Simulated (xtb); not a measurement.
Sn(OH)3(OSiH3) (H6O4SiSn), SMILES [OH][Sn]([OH])([OH])[O][SiH3]. All values are semi-empirical tight-binding results from xtb (GFN2-xTB unless named), good for trends rather than for accurate numbers. Coordinates come from a GFN2-xTB optimisation. One conformer was computed; it need not be the lowest.

For metal compounds this method's bond lengths and energies can be far off.

```json
{
 "orbital_gap": "4.27 eV",
 "zero_point_energy": "40.1 kcal/mol",
 "G − E(el) at 298.15 K (modified RRHO)": "15.8 kcal/mol"
}
```
